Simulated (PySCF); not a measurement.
Mg(I)(Me) (CH3IMg), SMILES [I][Mg][CH3]. Atoms are numbered in the order given.

```xyz
6

Mg     0.0000     0.0000     1.5688
I      0.0000     0.0000    -0.9962
C      0.0000     0.0000     3.6431
H      0.8824    -0.5095     4.0376
H     -0.8824    -0.5095     4.0376
H      0.0000     1.0189     4.0376
```

Coordinates come from a B3LYP-D3(BJ)/def2-TZVP optimisation. The def2 effective core potentials stand for the cores of I; spin–orbit coupling is left out.

Computed with PBE/def2-TZVPD (PySCF).

Mulliken values depend strongly on the basis, most of all with diffuse functions as here. ESP charges are fitted to the potential on shells at 1.4 to 2.0 van der Waals radii. Atomic charges (e):

```tsv
atom	Mulliken	ESP fit
Mg1	0.38	…
I2	-0.16	…
C3	-0.89	…
H4	0.22	…
H5	0.22	…
H6	0.22	…
```

Task: What belongs in the gaps? (The exact figures need the calculation; the answer reports its results.)

Result: 
- Mg1, ESP fit: 0.62
- I2, ESP fit: -0.36
- C3, ESP fit: -0.49
- H4, ESP fit: 0.08
- H5, ESP fit: 0.08
- H6, ESP fit: 0.08
